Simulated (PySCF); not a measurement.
**Interval between two levels of In by level of theory**

In [Kr] 4d10 5s2 5p1 [2P3/2, M_J = 3/2] → In [Kr] 4d10 5s2 5d1 [2D5/2, M_J = 5/2], as a difference of total energies. All numbers are calculated (PySCF 2.14, the two-component X2C-1e Hamiltonian, in x2c-TZVPall-2c with one added diffuse shell each of s, p, d, f type (9s10p6d3f, 90 functions)). Correlated levels: [Ar] 3d10 frozen; the 6 highest virtual spinors dropped. "Screened" scales the spin-orbit matrix elements by Boettger's factors to mimic the two-electron term; Breit and QED terms are absent.

| method | interval between two levels (cm⁻¹) |
| --- | --- |
| GHF (spin-free) | 31158 |
| GMP2 (spin-free) | 32278 |
| GHF (screened spin-orbit) | 30513 |
| GMP2 (screened spin-orbit) | 31617 |

The spin-free rows lack the spin-orbit shift.

Errors of the correlated levels include the incompleteness of this basis and the frozen core.

The promoted electron is Rydberg-like, and one or two diffuse shells describe it only roughly, which tends to raise the upper state.

For comparison: 30703 cm⁻¹ (measured; NIST Handbook of Basic Atomic Spectroscopic Data (Sansonetti and Martin, J. Phys. Chem. Ref. Data 34, 1559 (2005))).
